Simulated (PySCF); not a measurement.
C₆H₃F₅.
Atom-mapped SMILES: `[F:1]/[CH:2]=[CH:3]\[CH:4]=[C:5](/[F:6])[C:7]([F:8])=[C:9]([F:10])[F:11]` (hydrogens: H12 on C2; H13 on C3; H14 on C4)

Geometry (PBE0-D3(BJ)/def2-SVP, Å), atoms numbered from 1 in this order:
```xyz
14
C6H3F5 angstrom
F     -3.073   -0.472   -1.700
C     -3.055   -0.027   -0.448
C     -1.913    0.162    0.225
C     -0.606   -0.090   -0.327
C      0.538    0.103    0.356
F      0.521    0.548    1.613
C      1.863   -0.143   -0.176
F      1.900   -0.585   -1.433
C      3.036    0.028    0.457
F      3.166    0.451    1.682
F      4.184   -0.220   -0.112
H     -4.054    0.158   -0.047
H     -1.993    0.529    1.250
H     -0.520   -0.457   -1.350
```

Method: PBE0-D3(BJ)/def2-SVP geometry optimisation, gas phase (PySCF).

Masses are those of the commonest isotopes; rigid-rotor values at the optimised geometry. The values belong to one conformer with, in the numbering `[F:1]/[CH:2]=[CH:3]\[CH:4]=[C:5](/[F:6])[C:7]([F:8])=[C:9]([F:10])[F:11]`, C2–C3–C4–C5 180°, C4–C5–C7–F8 0°.

Question: Give the principal moments of inertia and the rotational constants in cm⁻¹.

Answer: Ia = 192.38, Ib = 1069.17, Ic = 1261.55 u·Å²; 505379 MHz·u·Å²/I gives 2627, 472.7 and 400.6 MHz, that is A = 0.08763, B = 0.01577, C = 0.01336 cm⁻¹.

Question: What kind of rotor is it?

Answer: A near-prolate asymmetric top: κ = (2 × 472.7 − 2627 − 400.6)/(2627 − 400.6) = -0.94.

Question: Is it planar, by Δ = Ic − Ia − Ib?

Answer: Planar: Δ = Ic − Ia − Ib = 0.00 u·Å². For a rigid frame Δ = −2 Σ m c², so it vanishes when all atoms lie in the ab plane; here none is more than 0.01 Å from it.

Question: Which lines would a microwave search look for?

Answer: The dipole components are |μa| = 0.79 D, |μb| = 0.98 D, |μc| = 0.00 D; the mirror of this Cs structure is the ab plane, so μc vanishes by symmetry and there are no c-type lines. Intensities carry the squares of the components, which stand as 0.65 : 1.00 (a : b). Some lines, for components of 0.1 D or more:

```tsv
type	branch	J(Ka,Kc)	MHz	lower level (cm⁻¹)
a	R	2(1,1) ← 1(1,0)	1819	0.103
b	Q	1(1,0) ← 1(0,1)	2226	0.029
b	Q	3(1,2) ← 3(0,3)	2414	0.174
b	Q	4(1,3) ← 4(0,4)	2573	0.290
a	R	4(3,2) ← 3(3,1)	3497	0.832
b	R	3(1,3) ← 2(0,2)	4595	0.087
b	Q	4(2,2) ← 4(1,3)	6241	0.376
b	R	2(2,0) ← 1(1,1)	8356	0.101
b	Q	4(3,1) ← 4(2,2)	10931	0.584
b	Q	3(3,0) ← 3(2,1)	10944	0.467
b	Q	4(3,2) ← 4(2,3)	10958	0.584
b	Q	4(4,0) ← 4(3,1)	15329	0.949
b	Q	4(4,1) ← 4(3,2)	15330	0.949
b	R	4(4,1) ← 3(3,0)	18826	0.832
b	R	4(4,0) ← 3(3,1)	18826	0.832
```

Question: Estimate the classical rotational partition function at 25 K, 100 K and 298.15 K.

Answer: Point group Cs, symmetry number σ = 1; q = (√π/σ)·√((kT/h)³/(ABC)), k/h = 20836.6 MHz/K: 29900 at 25 K, 239000 at 100 K, 1230000 at 298.15 K.

No PBE0-D3(BJ)/def2-SVP frequencies stand behind this structure, so it isn't proved a minimum. Zero-point vibration and centrifugal distortion are left out.
